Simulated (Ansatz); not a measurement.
Frontier orbitals of CH$_{4}$BrFGe (`[CH3][GeH]([F])[Br]`).

```xyz
8

C    -0.1852   -0.4694    0.9622
Ge    0.0520    0.5017   -0.6865
F     1.5920    1.2996   -0.6025
Br    0.1934   -0.9578   -2.4552
H    -1.1253   -1.0210    0.9368
H     0.6403   -1.1700    1.0855
H    -0.1959    0.2306    1.7989
H    -0.9712    1.5864   -1.0391
```

The species carries charge 0 and has multiplicity 1. Correlated methods include outer-core shells of Br, Ge, which these sets cover unevenly. Scalar relativity is left out up to krypton. The geometry is a stationary point of PBE0-D4/def2-TZVP. Basis def2-TZVPP, Ansatz 0.2.0.

```
             functional  HOMO (eV)  LUMO (eV)  gap (eV)
                    PBE      -7.13      -1.22      5.91
                 r2SCAN      -7.46      -0.91      6.55
                   PBE0      -8.42      -0.26      8.16
                  B3LYP      -8.16      -0.58      7.58
                r2SCAN0      -8.64      -0.08      8.56
HSE06 (plane-wave form)      -8.02      -0.64      7.38
              CAM-B3LYP      -9.75       0.73     10.48
                LC-ωPBE     -11.14       1.99     13.13
                ωB97M-V     -10.63       1.68     12.31
```

From PBE to PBE0 the HOMO moves by −1.30 eV and the LUMO by +0.96 eV, and with ωB97M-V by −3.51 and +2.91 eV, so the gap grows from 5.90 to 12.31 eV with exact exchange. A positive LUMO is unbound and depends on the basis.

B3LYP here is the variant with VWN-RPA as its local correlation; programs differ in this. LC-ωPBE has ω = 0.4 bohr⁻¹.
